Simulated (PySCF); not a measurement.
The calculation used core-valence-separated Tamm–Dancoff BHandHLYP/aug-pcX-1 (pcseg-1 on H, def2-SVPD on Si) in PySCF, non-relativistic, gas phase, PBE0-D3(BJ)/def2-SVP geometry. No empirical shift is added; at this level the pattern usually sits a few eV under experiment.

Main lines of an unknown, eV (oscillator strength): C K: 286.9 (0.075), 287.2 (0.033), 287.6 (0.067); O K: 532.6 (0.006), 533.2 (0.009), 533.6 (0.018), 533.9 (0.031), 534.0 (0.010). Listed: the first five lines at most of each edge with a tenth or more of its strongest line's intensity; roots within 0.03 eV on the same or equivalent atoms are summed. Only the lowest roots were sought, and the top ones are left out.

Problem. Which candidate gives them?
A. `[SiH]1(OCCO1)O[SiH3]`
B. `COC(=O)[SiH2]O[SiH3]`

Solution. A. 

- `[SiH3]O[SiH]1OCCO1`: C K: 286.9 (0.075), 287.2 (0.033), 287.6 (0.067); O K: 532.6 (0.006), 533.2 (0.009), 533.6 (0.018), 533.9 (0.031), 534.0 (0.010). First C line listed at 286.9 eV, hole on the sp3 carbon bound to oxygen; first O line listed at 532.6 eV, hole on the siloxane oxygen.
- `COC(=O)[SiH2]O[SiH3]`: C K: 284.4 (0.080), 286.8 (0.048), 287.8 (0.038), 288.1 (0.033), 289.2 (0.013); O K: 529.1 (0.046), 532.5 (0.021), 533.6 (0.027), 534.0 (0.006), 534.2 (0.015). First C line listed at 284.4 eV, hole on the carbonyl carbon (1s→π*); first O line listed at 529.1 eV, hole on the carbonyl oxygen (1s→π*).

One conformer each; other structures than these candidates weren't tested.
